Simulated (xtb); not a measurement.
H₃S₂, SMILES S[SH2+], charge +1. All values are semi-empirical tight-binding results from xtb (GFN2-xTB unless named), good for trends rather than for accurate numbers. Coordinates come from a GFN2-xTB optimisation. The isomer is the one that the SMILES or the coordinates give; other isomers of the formula were not compared.

Computed properties:
```yaml
point_group_as_xtb_finds_it: Cs
orbital_gap: 2.81 eV
zero_point_energy: 15.4 kcal/mol
G − E(el) at 298.15 K (modified RRHO): -0.8 kcal/mol
static polarisability (D4 model): 43.7 bohr³
solvation energy, GFN2-xTB/ALPB(water): -71.0 kcal/mol
solvation energy, GFN2-xTB/ALPB(acetonitrile): -57.6 kcal/mol
```
